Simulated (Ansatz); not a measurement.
Reaction (cleavage of the Si–Si bond): `[SiH3][SiH](Br)Br` + `[OH][Ge][O][SiH3]` → `[SiH3][O][Ge][O][SiH3]` + `Br[SiH2]Br`

Computed with Ansatz on PBE0-D4/def2-TZVP structures; ΔE is electronic, products minus reactants. CCSD(T)/CBS adds triple-zeta CCSD(T) − MP2 to the extrapolated MP2 energy (def2 sets, frozen cores). For Br, Ge outer-core shells are correlated without core-valence functions, which leaves a few kJ/mol of doubt a bond. Scalar relativity is left out up to krypton. Each species was taken in one conformer, which may not be the lowest.

`[SiH3][SiH](Br)Br`:

```xyz
8

Si   -1.197    0.333    0.131
Si    1.062   -0.138   -0.217
Br    1.236   -2.109   -1.226
Br    2.091   -0.204    1.749
H    -1.899    0.366   -1.178
H    -1.763   -0.739    0.988
H    -1.325    1.650    0.807
H     1.794    0.840   -1.054
```

`[OH][Ge][O][SiH3]`:

```xyz
8

O     1.328   -2.555   -0.014
Ge    1.744   -0.837    0.132
O     0.061   -0.215   -0.007
Si   -0.699    1.239    0.001
H     0.380   -2.698   -0.122
H    -1.676    1.284    1.119
H     0.281    2.348    0.175
H    -1.418    1.433   -1.284
```

`[SiH3][O][Ge][O][SiH3]`:

Z-matrix (Å, degrees):
```
Si
O 1 1.641
H 1 1.485 2 109.5
H 1 1.490 2 110.7 3 120.0
H 1 1.485 2 109.5 3 -120.0
Ge 2 1.793 1 139.9 3 -119.6
O 6 1.775 2 96.5 1 -179.7
Si 7 1.651 6 133.6 2 0.1
H 8 1.486 7 111.0 6 60.8
H 8 1.486 7 111.0 6 -60.9
H 8 1.485 7 107.4 6 179.9
```

`Br[SiH2]Br`:

```xyz
5

Br   -1.925    0.635   -0.597
Si    0.048    0.007    0.167
Br    1.329   -0.716   -1.478
H    -0.154   -1.101    1.121
H     0.701    1.176    0.787
```

| species | CCSD(T)/CBS(def2) energy (Eh) |
| --- | --- |
| `[SiH3][SiH](Br)Br` | -5727.28842 |
| `[OH][Ge][O][SiH3]` | -2518.03462 |
| `[SiH3][O][Ge][O][SiH3]` | -2808.35196 |
| `Br[SiH2]Br` | -5437.00625 |

(1) Work out ΔE.

(2) What do rigid-rotor, harmonic-oscillator terms from PBE0-D4/def2-TZVP frequencies (298.15 K, 1 bar) make of the CCSD(T)/CBS value? (Estimate.)

Largest T1 diagnostic among the species: 0.015.

Answers

(1) ΔE = (-2808.35196) + (-5437.00625) − (-5727.28842) − (-2518.03462) = -0.03517 Eh = -92.3 kJ/mol.

(2) Computed: ΔZPE = -2.4 kJ/mol, ΔH = -96.0 kJ/mol, ΔS = -8 J/(mol·K), ΔG = -93.6 kJ/mol.

From r2SCAN to r2SCAN0 (25 % exact exchange), in def2-TZVPP and without D4, ΔE moves by −4.0 kJ/mol. Leaving LDA and LC-ωPBE aside and taking each functional with its dispersion term where it has one, the values, not all of them listed here, spread over 37.6 kJ/mol, from BHLYP-D4 to PBE-D4.
